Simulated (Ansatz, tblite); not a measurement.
Forces on Si18NH28⁺, a doped nanocrystal cut from the lattice of silicon (N on a surface site) at its PBE-D4/def2-SVP geometry. Charge 1, multiplicity 1.

The xTB rows come from tblite. Single mean-field runs in def2-TZVP are fitted with def2-universal-jkfit. Another isomer (singlet) lies 0.14 eV lower at PBE0-D4/def2-TZVP; other spin states weren't run for this one.

GFN1-xTB (tblite), largest force 0.70 eV/Å:

```xyz
47
positions Å, forces eV/Å
N    -2.244    0.918    0.751   -0.630    0.119    0.074
Si    1.623    2.952   -2.315    0.061    0.324   -0.158
Si    2.587   -0.658   -3.199    0.152   -0.116   -0.283
Si   -0.290    3.768    1.000   -0.143    0.249   -0.071
Si    1.170    0.215    0.295    0.326    0.142    0.163
Si   -0.481    1.065    3.731   -0.165   -0.058    0.239
Si    1.245   -2.386    3.077    0.027   -0.158    0.329
Si   -1.181    0.217   -2.511   -0.295    0.003   -0.354
Si   -1.367   -2.419    0.152   -0.319   -0.333   -0.015
Si    2.396   -3.379   -0.449    0.139   -0.294   -0.102
Si    0.161    4.441   -1.220    0.078    0.302    0.088
Si    1.063    0.685   -2.001    0.367    0.186   -0.449
Si    2.342   -2.961   -2.767    0.301   -0.161   -0.138
Si   -2.607    1.387   -1.048   -0.337    0.079   -0.235
Si   -0.505    1.446    1.396    0.075    0.477    0.477
Si    0.869   -2.062    0.773    0.320   -0.471    0.215
Si   -0.237   -1.173    4.451    0.062    0.086    0.306
Si   -2.765   -0.846    1.208   -0.357   -0.210    0.056
Si   -1.829   -2.020   -2.128   -0.161   -0.176   -0.186
H     1.648    3.258   -3.789    0.251   -0.076    0.514
H     3.011    3.112   -1.748   -0.390    0.021   -0.410
H     3.953   -0.207   -2.748   -0.411   -0.103   -0.378
H     2.427   -0.353   -4.666    0.297   -0.003    0.495
H     0.889    4.115    1.872   -0.499    0.069   -0.174
H    -1.521    4.442    1.555    0.556   -0.109   -0.007
H     2.443    0.746    0.909   -0.337   -0.163   -0.185
H     0.730    1.857    4.153   -0.514   -0.138    0.035
H    -1.714    1.713    4.312    0.560   -0.047   -0.070
H    -2.890    1.518    1.301    0.230   -0.231   -0.213
H     2.654   -1.916    3.330   -0.419   -0.382   -0.003
H     1.144   -3.854    3.395    0.292    0.494   -0.062
H    -1.605    0.699   -3.876    0.148   -0.120    0.334
H    -1.919   -3.745    0.612    0.179    0.321   -0.111
H     3.755   -3.017    0.093   -0.428   -0.350   -0.129
H     2.113   -4.827   -0.145    0.330    0.473    0.014
H     0.780    5.813   -1.160   -0.375   -0.346   -0.167
H    -1.135    4.526   -1.982    0.547    0.263    0.173
H     3.474   -3.706   -3.426   -0.550    0.122    0.082
H     1.039   -3.448   -3.340    0.657    0.012    0.057
H    -2.493    2.882   -1.024   -0.330   -0.534    0.185
H    -4.051    1.000   -1.205    0.453    0.388    0.193
H    -1.585   -1.841    4.451    0.539    0.137    0.299
H     0.289   -1.138    5.862   -0.361   -0.145   -0.371
H    -2.754   -0.812    2.706   -0.278    0.201   -0.557
H    -4.186   -0.907    0.721    0.438    0.165    0.417
H    -1.124   -2.986   -3.036   -0.619    0.258    0.212
H    -3.322   -2.112   -2.324    0.531   -0.169   -0.130
```

GFN2-xTB (tblite), largest force 1.09 eV/Å:

```
N -0.783 -0.030 -0.084
Si 0.092 0.477 -0.196
Si 0.238 -0.213 -0.333
Si -0.111 0.385 -0.009
Si 0.161 0.152 0.162
Si -0.138 0.003 0.376
Si 0.044 -0.196 0.484
Si -0.500 0.033 -0.146
Si -0.510 -0.110 -0.001
Si 0.228 -0.351 -0.193
Si 0.202 0.378 0.068
Si 0.506 0.237 -0.484
Si 0.371 -0.168 -0.141
Si -0.364 0.132 -0.245
Si 0.583 0.638 0.672
Si 0.452 -0.515 0.276
Si 0.180 0.058 0.391
Si -0.389 -0.217 0.108
Si -0.216 -0.306 -0.318
H 0.142 -0.130 0.574
H -0.507 -0.034 -0.327
H -0.526 -0.145 -0.296
H 0.186 -0.033 0.582
H -0.547 -0.131 -0.286
H 0.497 -0.148 -0.090
H -0.487 -0.153 -0.185
H -0.555 -0.248 -0.167
H 0.499 -0.126 -0.111
H 0.535 -0.509 -0.467
H -0.525 -0.291 -0.067
H 0.191 0.561 -0.123
H 0.161 -0.118 0.475
H 0.202 0.462 -0.110
H -0.534 -0.261 -0.179
H 0.228 0.567 -0.024
H -0.380 -0.458 -0.121
H 0.490 0.092 0.215
H -0.577 0.200 0.157
H 0.563 0.111 0.149
H -0.238 -0.645 0.205
H 0.531 0.295 0.263
H 0.496 0.181 0.125
H -0.355 -0.100 -0.483
H -0.177 0.214 -0.661
H 0.527 0.228 0.329
H -0.455 0.342 0.307
H 0.569 -0.112 -0.072
```

PBE-D4/def2-TZVP (Ansatz), largest force 0.22 eV/Å:

```
N -0.059 -0.009 -0.013
Si 0.055 0.035 -0.033
Si 0.050 0.016 -0.043
Si -0.011 0.051 0.053
Si -0.011 0.002 0.001
Si -0.011 0.054 0.050
Si 0.050 -0.037 0.039
Si -0.031 0.006 -0.009
Si -0.032 -0.007 0.004
Si 0.045 -0.046 0.020
Si -0.020 0.083 -0.028
Si 0.026 0.019 -0.011
Si 0.036 -0.072 -0.069
Si -0.017 -0.056 0.206
Si -0.135 -0.026 -0.035
Si 0.024 -0.012 0.021
Si -0.027 -0.025 0.082
Si 0.001 0.206 -0.059
Si -0.091 -0.029 -0.035
H 0.008 -0.031 0.142
H -0.135 -0.016 -0.061
H -0.133 -0.040 -0.050
H 0.023 -0.027 0.138
H -0.114 -0.037 -0.075
H 0.116 -0.060 -0.048
H -0.113 -0.040 -0.047
H -0.116 -0.068 -0.044
H 0.116 -0.057 -0.051
H 0.134 -0.124 -0.114
H -0.138 -0.051 -0.025
H 0.020 0.141 -0.031
H 0.027 -0.036 0.112
H 0.037 0.110 -0.035
H -0.133 -0.041 -0.049
H 0.034 0.135 -0.026
H -0.063 -0.124 -0.007
H 0.130 -0.012 0.076
H -0.121 0.073 0.064
H 0.139 0.054 0.063
H -0.007 -0.141 0.011
H 0.138 0.043 0.029
H 0.136 0.066 -0.003
H -0.054 -0.004 -0.128
H 0.004 0.009 -0.142
H 0.136 0.020 0.052
H -0.080 0.103 0.096
H 0.168 0.001 0.013
```
